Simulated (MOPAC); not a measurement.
MOPAC input (AM1):

```
AM1 1SCF CHARGE=1 GEO-OK AUX(PRECISION=9) THREADS=1
H3Sn

Sn   -0.02231820 1    0.02218151 1   -0.01021587 1
H     0.26167273 1   -1.13672385 1   -1.25421430 1
H    -0.60513251 1   -0.78890477 1    1.39467242 1
H     1.45936983 1    0.81655287 1    0.37033548 1
```

Output:

```
 *******************************************************************************
 **                                                                           **
 **                              MOPAC v23.2.5                                **
 **                                                                           **
 *******************************************************************************
 ** MOPAC's Digital Object Identifier: https://doi.org/10.5281/zenodo.6511958 **
 **                                                                           **
 ** Please cite the open-source release paper for use of this MOPAC version:  **
 ** J. E. Moussa and J. J. P. Stewart (2026)                                  **
 ** MOPAC: An open-source semiempirical molecular orbital program             **
 ** J. Open Source Softw., 11(119), 8025, https://doi.org/10.21105/joss.08025 **
 *******************************************************************************

                              AM1 CALCULATION RESULTS

 *******************************************************************************
 *  AM1        - The AM1 Hamiltonian to be used
 *  GEO-OK     - OVERRIDE INTERATOMIC DISTANCE AND OTHER SAFETY CHECKS
 *
 *
 *
 *                 CHARGE ON SYSTEM = +1
 *
 *
 *
 *  1SCF       - DO 1 SCF AND THEN STOP
 *  AUX        - OUTPUT AUXILIARY INFORMATION
 *******************************************************************************
AM1 1SCF CHARGE=1 GEO-OK AUX(PRECISION=9) THREADS=1
 H3Sn

   ATOM   CHEMICAL          X               Y               Z
  NUMBER   SYMBOL      (ANGSTROMS)     (ANGSTROMS)     (ANGSTROMS)

     1      Sn         -0.02231820  *   0.02218151  *  -0.01021587  *
     2       H          0.26167273  *  -1.13672385  *  -1.25421430  *
     3       H         -0.60513251  *  -0.78890477  *   1.39467242  *
     4       H          1.45936983  *   0.81655287  *   0.37033548  *

          CARTESIAN COORDINATES

    NO.       ATOM           X           Y           Z

     1        Sn         -0.0223      0.0222     -0.0102
     2         H          0.2617     -1.1367     -1.2542
     3         H         -0.6051     -0.7889      1.3947
     4         H          1.4594      0.8166      0.3703

  H: (AM1): M.J.S. DEWAR ET AL, J. AM. CHEM. SOC. 107 3902-3909 (1985)
 Sn: (AM1): J. J. P. STEWART, J. MOL. MOD., 10, 155-164 (2004)

           Empirical Formula: H3 Sn  =     4 atoms

      MOLECULAR POINT GROUP   :   C3v

      RHF CALCULATION, NO. OF DOUBLY OCCUPIED LEVELS = 3

 -------------------------------------------------------------------------------
 AM1 1SCF CHARGE=1 GEO-OK AUX(PRECISION=9) THREADS=1
 H3Sn

     1SCF WAS SPECIFIED, SO BFGS WAS NOT USED
     SCF FIELD WAS ACHIEVED

                              AM1 CALCULATION
                                                       MOPAC v23.2.5 Linux

          FINAL HEAT OF FORMATION =        214.59849 KCAL/MOL =     897.88007 KJ/MOL

          COSMO AREA              =         84.80 SQUARE ANGSTROMS
          COSMO VOLUME            =         71.85 CUBIC ANGSTROMS

          IONIZATION POTENTIAL    =         15.439387 EV
          HOMO LUMO ENERGIES (EV) =        -15.439 -6.858
          NO. OF FILLED LEVELS    =          3
          MOLECULAR WEIGHT        =        121.7137         POINT GROUP:  C3v

          MOLECULAR DIMENSIONS (Angstroms)

            Atom       Atom       Distance
            H     4    H     3     2.80872
            H     3    H     2     2.43243
           Sn     1    H     2     0.58447

          SCF CALCULATIONS        =          1

   ATOM   CHEMICAL          X               Y               Z
  NUMBER   SYMBOL      (ANGSTROMS)     (ANGSTROMS)     (ANGSTROMS)

     1      Sn         -0.02231820  *   0.02218151  *  -0.01021587  *
     2       H          0.26167273  *  -1.13672385  *  -1.25421430  *
     3       H         -0.60513251  *  -0.78890477  *   1.39467242  *
     4       H          1.45936983  *   0.81655287  *   0.37033548  *

                             CARTESIAN COORDINATES

   1   Sn       -0.022318200     0.022181510    -0.010215870
   2    H        0.261672730    -1.136723850    -1.254214300
   3    H       -0.605132510    -0.788904770     1.394672420
   4    H        1.459369830     0.816552870     0.370335480

           Empirical Formula: H3 Sn  =     4 atoms

      MOLECULAR POINT GROUP   :   C3v

                  EIGENVALUES
 -20.60320 -15.43943 -15.43939  -6.85758  -1.51206   0.24005   0.24011

              NET ATOMIC CHARGES AND DIPOLE CONTRIBUTIONS

  ATOM NO.   TYPE          CHARGE      No. of ELECS.   s-Pop       p-Pop
    1         Sn           2.033203        1.9668     1.22937     0.73743
    2          H          -0.344418        1.3444     1.34442
    3          H          -0.344400        1.3444     1.34440
    4          H          -0.344386        1.3444     1.34439
 DIPOLE           X         Y         Z       TOTAL
 POINT-CHG.    -2.004     1.992    -0.917     2.970
 HYBRID        -0.255     0.253    -0.117     0.378
 SUM           -2.259     2.245    -1.034     3.348

          ATOMIC ORBITAL ELECTRON POPULATIONS

     Atom    s        px        py        pz
    1 Sn   1.22937   0.20110   0.20315   0.33319
    2  H   1.34442
    3  H   1.34440
    4  H   1.34439

 **********************
 *                    *
 * JOB ENDED NORMALLY *
 *                    *
 **********************

 == MOPAC DONE ==
```

The dipole moment of an ion depends on the origin.
